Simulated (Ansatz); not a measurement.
CH₅ClGeOS (`C[O][GeH]([SH])[Cl]`). Charge 0, multiplicity 1. Geometry: relaxed with PBE0-D4/def2-TZVP. It is one conformer, not always the lowest.

```xyz
10

C    -1.512   -0.224   -0.396
O    -0.741   -0.623    0.718
Ge    0.929   -0.097    0.875
S     2.133   -0.602   -0.910
Cl    0.936    2.050    1.058
H    -2.476   -0.731   -0.326
H    -1.686    0.857   -0.398
H    -1.036   -0.509   -1.341
H     1.454   -0.750    2.149
H     1.999    0.629   -1.429
```

(1) What is the dipole moment at PBE/def2-TZVPP? (An estimate is asked.)

(2) And with r2SCAN, B3LYP, ωB97M-V? (Estimate.)

(3) Give the Mulliken charges with PBE, B3LYP, r2SCAN in def2-TZVPP. (Best estimate.)

## Answers

(1) Computed: 0.83 D, with components (-0.28, -0.26, -0.74) D in this frame, pointing from negative to positive charge.

(2) Ansatz gave: r2SCAN 0.86 D, B3LYP 0.86 D, ωB97M-V 0.83 D.

(3) Ansatz gave: 
```json
{"atom": "C1", "PBE": "-0.13", "B3LYP": "-0.12", "r2SCAN": "0.00"}
{"atom": "O2", "PBE": "-0.33", "B3LYP": "-0.40", "r2SCAN": "-0.40"}
{"atom": "Ge3", "PBE": "0.56", "B3LYP": "0.63", "r2SCAN": "0.64"}
{"atom": "S4", "PBE": "-0.29", "B3LYP": "-0.29", "r2SCAN": "-0.30"}
{"atom": "Cl5", "PBE": "-0.28", "B3LYP": "-0.30", "r2SCAN": "-0.31"}
{"atom": "H6", "PBE": "0.11", "B3LYP": "0.11", "r2SCAN": "0.07"}
{"atom": "H7", "PBE": "0.10", "B3LYP": "0.10", "r2SCAN": "0.07"}
{"atom": "H8", "PBE": "0.09", "B3LYP": "0.10", "r2SCAN": "0.06"}
{"atom": "H9", "PBE": "0.03", "B3LYP": "0.04", "r2SCAN": "0.04"}
{"atom": "H10", "PBE": "0.13", "B3LYP": "0.13", "r2SCAN": "0.13"}
```

B3LYP here is the variant with VWN-RPA as its local correlation; programs differ in this.
